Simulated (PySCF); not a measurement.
A GIAO shielding run with PySCF 2.14.0 with density-fitted response routines (density fitting, non-relativistic, gas phase) on `C[Si@]1(O[SiH3])[SiH2]O[SiH2][SiH2]1`, CH12O2Si5:

```
$ OMP_NUM_THREADS=1 python probes_run.py task.json out

{"job": {"kind": "nmr", "xc": "PBE0", "basis": "pcSseg-1"}, "charge": 0, "multiplicity": 1}
C      0.373762     2.579978     0.444044
Si     0.193170     0.709207     0.095505
O      1.738281     0.210260    -0.160818
Si     2.968771    -0.757837    -0.553215
Si    -1.132841     0.131306    -1.723770
O     -2.114402    -0.971732    -1.017415
Si    -2.377507    -1.688370     0.437638
Si    -0.797341    -0.625089     1.774058
H     -0.580056     3.026224     0.708503
H      1.062295     2.754637     1.265604
H      0.760257     3.111547    -0.421884
H      2.454601    -2.120609    -0.700080
H      3.511131    -0.245720    -1.810378
H      3.918563    -0.650217     0.552048
H     -2.056590     1.149639    -2.237352
H     -0.557451    -0.592437    -2.862538
H     -2.212359    -3.117937     0.153618
H     -3.798838    -1.433862     0.687973
H     -1.422817     0.129108     2.878328
H      0.064224    -1.587420     2.487094
```

Hardware: 1 thread of an AMD EPYC, shared host. The job also computes population analyses, field gradients, ring-centre shieldings.

(1) How large is the calculation?

(2) How long does it take, and how much memory does it need?

## Answers

(1) 104 electrons, 231 basis functions and 1322 auxiliary functions.

(2) 100 s of wall time, with 13 SCF cycles and 4 response iterations; peak memory 1.1 GiB. Times on a shared host scatter by some tens of per cent.
